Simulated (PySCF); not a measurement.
As2FH5Si, SMILES [AsH2][SiH](F)[AsH2].

Geometry optimised at PBE-D3(BJ)/def2-SVP.

Two levels are set side by side: TDDFT-PBE/def2-SVPD (PySCF) and TDDFT-M06-2X/def2-SVPD (PySCF). Vertical, same geometry. The lowest singlet is HOMO→LUMO 70 %, HOMO→LUMO+1 22 % with PBE and HOMO→LUMO 65 %, HOMO→LUMO+1 24 % with the other functional; states are paired by order. Differences are taken from unrounded values.

| quantity | TDDFT-M06-2X | TDDFT-PBE | TDDFT-PBE minus TDDFT-M06-2X |
|---|---|---|---|
| lowest singlet excitation (eV) | 5.80 | 5.25 | -0.55 |
| lowest triplet excitation (TDA) (eV) | 4.99 | 4.65 | -0.35 |
| first bright state (f over 0.05) (eV) | 5.80 | 5.81 | 0.01 |
| its oscillator strength | 0.08 | 0.10 | 0.02 |

Functionals without exact exchange tend to place singlet excitations lower, as here. Differences between two approximate levels are no errors against the true value.

Rough cost on one machine, each run with all the roots and properties that it gave: TDDFT-M06-2X against TDDFT-PBE about 10 times.
